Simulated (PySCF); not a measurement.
## Basis and Hamiltonian dependence of the electron affinity of In

In⁻ [Kr] 4d10 5s2 5p2 (3P) → In [Kr] 4d10 5s2 5p1 (2P). Calculated with PySCF 2.14 from differences of total energies of unrestricted determinants, without spin-orbit coupling. Values in eV.

```
                                                                               basis       Hamiltonian  functions     UHF    LDA   PBE0  MP2 (valence)  CCSD(T) (valence)  CCSD(T) (valence and next inner shell)
                                                        aug-cc-pVDZ-PP with ECP28MDF               ECP         32   0.082  0.637  0.492          0.319              0.369                                     n/a
                                                      aug-cc-pwCVDZ-PP with ECP28MDF               ECP         48   0.081  0.636  0.495          0.318              0.369                                   0.336
                             def2-TZVPPD with the def2 core potential (28 electrons)               ECP         56  -0.005  0.492  0.377          0.251              0.308                                   0.290
         aug-cc-pVTZ-PP with one added diffuse shell each of d, f type with ECP28MDF               ECP         67   0.076  0.636  0.489          0.359              0.420                                     n/a
                                                                        ANO-RCC-VTZP     spin-free X2C         68  -0.195  0.299  0.223         -0.004              0.019                                   0.013
                   x2c-TZVPPall with one added diffuse shell each of s, p, d, f type     spin-free X2C         76   0.079  0.632  0.492          0.356              0.416                                   0.395
                             def2-QZVPPD with the def2 core potential (28 electrons)               ECP         88   0.033  0.548  0.422          0.315              0.373                                     n/a
                                                      aug-cc-pwCVTZ-PP with ECP28MDF               ECP         96   0.073  0.635  0.489          0.356              0.417                                     n/a
                                                                   aug-cc-pwCVTZ-DK3     spin-free X2C        109   0.073  0.643  0.495          0.356              0.417                                     n/a
aug-cc-pVQZ-PP with one added diffuse shell each of s, p, d, f, g type with ECP28MDF               ECP        117   0.075    n/a  0.504          0.373                n/a                                     n/a
                   x2c-QZVPPall with one added diffuse shell each of s, p, d, f type     spin-free X2C        128   0.074  0.646  0.497          0.364                n/a                                     n/a
                                                                          dyall-av2z  non-relativistic        130   0.160  0.700  0.577          0.397              0.445                                     n/a
                                                        aug-cc-pV5Z-PP with ECP28MDF               ECP        139   0.074  0.648  0.496          0.377                n/a                                     n/a
                                                      aug-cc-pwCVQZ-PP with ECP28MDF               ECP        169   0.073  0.646  0.495          0.371                n/a                                     n/a
```

Extrapolation of MP2 (valence) from aug-cc-pwCVTZ-PP with ECP28MDF and aug-cc-pwCVQZ-PP with ECP28MDF: the correlation parts are 0.283 and 0.297 eV; with the X⁻³ form and unrounded values, (4³ × 0.297 − 3³ × 0.283)/(4³ − 3³) = 0.308 eV, and adding the Hartree-Fock value 0.073 eV of the larger basis gives 0.382 eV.

Frozen in the all-electron rows: valence and next inner shell: [Ar] 3d10; valence: [Kr] 4d10; with a core potential, the same shells as far as they lie outside it.

Non-relativistic rows lack the scalar-relativistic shift.

In most of these bases the highest occupied level of the anion is positive at LDA, PBE0, so the basis helps to hold the electron.

Between the lowest levels the reference is 0.384 eV (measured; photodetachment measurements, as compiled on the Wikipedia data page of electron affinities); it includes spin-orbit coupling, which these numbers lack.
